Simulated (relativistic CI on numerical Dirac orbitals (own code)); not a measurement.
Pm¹⁷⁺: sensitivity of the levels to the model

Base calculation: Dirac-Coulomb-Breit CI, KLI orbitals optimised for each configuration, a model potential for QED, unscaled Slater integrals.

CI space (outside the closed core [Ar] 3d10): 4s²4p⁶4d⁸, 4s²4p⁵4d⁹, 4s²4p⁶4d⁷4f, 4s4p⁶4d⁹, 4s²4p⁵4d⁸4f, 4s²4p⁶4d⁷5s, 4s²4p⁶4d⁷5p, 4s4p⁶4d⁸4f, 4s²4p⁶4d⁶4f5s, 4s²4p⁶4d⁷5d, 4s²4p⁶4d⁶5s5p, 4s²4p⁵4d⁸5s, 4s²4p⁶4d⁷5f, 4s²4p⁶4d⁷6s, 4s²4p⁶4d⁷6p, 4s²4p⁶4d⁷6d, 4s²4p⁵4d⁸5d, 4s²4p⁶4d⁷6f, 4s4p⁶4d⁷4f5s, 4s²4p⁶4d⁷7p, 4s4p⁶4d⁸5p, 4s²4p⁶4d⁷7f, 4p⁶4d⁹4f, 4s4p⁶4d⁷5s5p, 4s²4p⁵4d⁸6s, 4p⁶4d¹⁰, 4p⁵4d¹⁰4f, 4s²4p⁶4d⁶5s², 4s²4p⁶4d⁵4f5s², 4s²4p⁵4d⁶4f5s², 4s²4p⁶4d⁵5s²5p. Double excitations out of closed p, d and f shells are left out; levels of such configurations are missing from the list, as are those of other unlisted configurations, and high levels can miss mixing partners. These lack a partner that the ground configuration has and come out too high: 4s²4p⁵4d⁸5s, 4s²4p⁵4d⁸5d, 4s²4p⁵4d⁸6s.

Variants: (1) P86 correlation estimate; (2) Breit term removed; (3) one mean potential for all configurations. Shifts of the energy above 4s²4p⁶4d⁸ ³F4, in cm⁻¹, for the lowest level and the first level of each name with at least 55 % of one term (blank where a level changes its place among those of its configuration and J or its character, or is not in the variant):

```tsv
Level	Base	Δ(1)	Δ(2)	Δ(3)
4s²4p⁶4d⁸ ³F4	0	0	0	0
4s²4p⁶4d⁸ ³F3	37120	-1	+945	-8
4s²4p⁶4d⁸ ³P0	58131	-1	+55	-2
4s²4p⁶4d⁸ ³P1	69181	0	+769	-8
4s²4p⁶4d⁸ ¹G4	73764	0	+1056	-10
4s²4p⁶4d⁸ ¹S0	162974	-6	+1398	-12
4s²4p⁵4d⁹ ³F°4	935395	+1043	+2710	-386
4s²4p⁵4d⁹ ³D°3	939905	+1044	+2569	-496
4s²4p⁵4d⁹ ³P°1	986897	+1044	+3191	-460
4s²4p⁵4d⁹ ³P°0	998901	+1044	+3305	-452
4s²4p⁶4d⁷4f ⁵G°5	1014530	+1036	+1512	-703
4s²4p⁶4d⁷4f ⁵G°6	1015508	+1036	+1939	-700
4s²4p⁶4d⁷4f ⁵H°7	1041189	+1035	+1763	-698
4s²4p⁶4d⁷4f ⁵I°8	1045022	+1035	+1967	-697
```

At this charge energies of transitions that change n are usually good to better than 1 %, and those within a shell (Δn = 0) to a few per cent. Terms inside the open d or f shell come out 10 to 20 % too wide with unscaled integrals.

Ionisation energy from the two ground configurations alone: base 497.176 eV; P86 correlation estimate 499.061 eV; Breit term removed 497.279 eV. The NIST ASD value (theoretical) is 497 eV.

LS names give the leading component of a level, which can be under half, so a name can repeat, a term be missing and a line seem to break the LS rules.
